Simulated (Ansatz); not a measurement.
The molecule CaH, multiplicity 2 (the spin of the measured ground state). No spin–orbit coupling. Ca is treated without relativity.

Seven points along R, fitted to fifth degree in 1/R; most abundant isotopes. Runs in def2 and cc sets follow the lowest solution found near the PBE0 minimum.

Correlated levels freeze the inner cores; with def2 sets outer-core shells near the valence are correlated too.

Codes used: Ansatz (Gaussian orbitals). Values without a source in brackets are computed.

Quantity: r_e, from seven points a level.

Costs are ratios of core time to PBE/def2-TZVPP (roughly 2.8 s), for whole runs (searches for the state included, and forces where a run took them) on one shared machine, so rough; each error counts from the measured 2.0025 Å [Huber and Herzberg (1979), NIST Chemistry WebBook].

| level | basis functions | cost |
|---|---|---|
| SVWN5/def2-TZVPP | 50 | ×0.7 |
| B3LYP/def2-TZVPP | 50 | ×0.9 |
| PBE/def2-TZVPP | 50 | ×1 |
| CAM-B3LYP/def2-TZVPP | 50 | ×1 |
| B2PLYP/def2-TZVPP | 50 | ×1 |
| BHLYP/def2-TZVPP | 50 | ×1 |
| r2SCAN/def2-TZVPP | 50 | ×2 |
| CCSD(T)/def2-TZVPP | 50 | ×2 |
| B97M-V/def2-TZVPP | 50 | ×3 |
| wB97X-V/def2-TZVPP | 50 | ×3 |
| wB97M-V/def2-TZVPP | 50 | ×3 |
| CCSD(T)/def2-QZVPP | 100 | ×9 |

Question: What does the step from CCSD(T)/def2-TZVPP to CCSD(T)/def2-QZVPP cost and buy?

Answer: 50 to 100 functions, cost ×4 (rough); the error goes from 0.022 to 0.003 Å.

Each error (Å): SVWN5/def2-TZVPP -0.032; B3LYP/def2-TZVPP -0.009; PBE/def2-TZVPP -0.016; CAM-B3LYP/def2-TZVPP -0.008; B2PLYP/def2-TZVPP 0.002; BHLYP/def2-TZVPP 0.001; r2SCAN/def2-TZVPP -0.015; CCSD(T)/def2-TZVPP 0.022; B97M-V/def2-TZVPP 0.017; wB97X-V/def2-TZVPP -0.001; wB97M-V/def2-TZVPP -0.004; CCSD(T)/def2-QZVPP 0.003.

Ansatz is a quantum-chemistry and plane-wave program.
